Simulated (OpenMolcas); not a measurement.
## Rh4+ in a point-charge field

Rh4+ among 8 point charges of -1.2 e arranged as a cube (Oh), 2.36 Å from the ion.

```json
{"Program": "OpenMolcas", "Method": "SS-CASPT2, IPEA 0.25 Eh, imaginary shift 0.1 Eh (closed shells correlated: 4s 4p)", "Basis": "ANO-RCC-VDZP [6s5p3d1f]", "Scalar Hamiltonian": "DKH2, point nucleus", "Active space": "5 electrons in 5 orbitals (4d)", "State averaging": "2S+1 = 6 even, 1 root; 2S+1 = 4 even, 24 roots; 2S+1 = 2 even, 75 roots", "Spin-orbit coupling": "state interaction with AMFI integrals over the reference wave functions"}
```

The lowest spin-free states (labels of O, the rotations of Oh), above the lowest:

| State | Degeneracy | E (cm-1) | Free-ion L (%) |
| --- | --- | --- | --- |
| 6A1 | 1 | 0 | S (100) |
| 4T1 | 3 | 27900 | G (93) |
| 4T2 | 3 | 28280 | G (100) |
| 4E | 2 | 28310 | G (100) |
| 4A1 | 1 | 28380 | G (100) |
| 4T1 | 3 | 32480 | P (93) |
| 4T2 | 3 | 33560 | D (99) |
| 4E | 2 | 33590 | D (100) |
| 2T2 | 3 | 41080 | I (94) |
| 2T2 | 3 | 41210 | I (98) |
| 2T1 | 3 | 41220 | I (97) |
| 2A2 | 1 | 41330 | I (96) |
| 2E | 2 | 41590 | I (99) |
| 2A1 | 1 | 41600 | I (100) |
| 2T2 | 3 | 43970 | D (67) |
| 2E | 2 | 44570 | D (94) |
| 4A2 | 1 | 45580 | F (100) |
| 2T1 | 3 | 45990 | F (94) |
| 4T1 | 3 | 46060 | F (100) |
| 4T2 | 3 | 46180 | F (99) |

The lowest levels with spin-orbit coupling:

```csv
E (cm-1),Degeneracy,Label,2S+1,g
0,4,Γ8,6,
0,2,Γ7,6,3.33 3.33 3.33
27380,4,Γ8,4,
27790,2,Γ7,4,1.98 1.98 1.98
27800,2,Γ6,4,0.93 0.93 0.93
27850,4,Γ8,4,
27990,2,Γ7,4,1.25 1.25 1.25
28190,4,Γ8,4,
28210,2,Γ6,4,0.17 0.17 0.17
28260,4,Γ8,4,
28320,2,Γ7,4,0.50 0.50 0.50
28380,2,Γ6,4,3.45 3.45 3.45
28390,4,Γ8,4,
28520,4,Γ8,4,
30370,2,Γ7,4,2.37 2.37 2.37
30520,4,Γ8,4,
31020,4,Γ8,4,
31950,2,Γ6,4,1.99 1.99 1.99
33150,2,Γ7,4,4.27 4.27 4.27
33500,4,Γ8,4,
```

Powder χT (cm3 K/mol): 4.36 at 2 K, 4.36 at 10 K, 4.36 at 50 K, 4.36 at 100 K, 4.36 at 200 K, 4.36 at 300 K. The effective moment at 300 K is 2.828 √(χT) = 5.91 μB.

The lowest level has 2S+1 = 6, for which the spin-only value is χT = S(S+1) / 2 = 4.375 cm3 K/mol (g = 2). The computed 4.364 at 300 K differs by -0.011, through a little spin-orbit mixing out of the ground term, against the free-electron g of 2.0023, which raises it.

Roots that are degenerate in the reference are averaged as groups; the widest CASPT2 spread within a group is 140 cm-1 (the 3-fold group of multiplicity 4 near 46200 cm-1 above the lowest state of its run). Shifts and gaps below about the spread of the groups concerned are not significant. Point charges give a weaker field than real ligands, and real ions of this kind are as a rule low spin; the high spin found here belongs to the model. Free-ion shares, where given, are those of the reference states; single-state CASPT2 does not remix them. This is an electrostatic model: the charges have no orbitals. No measured value stands beside these numbers.

The CASPT2 steps took 7.5 s on 1 thread of Arm Neoverse V1, on a shared host; the integral step is not counted.
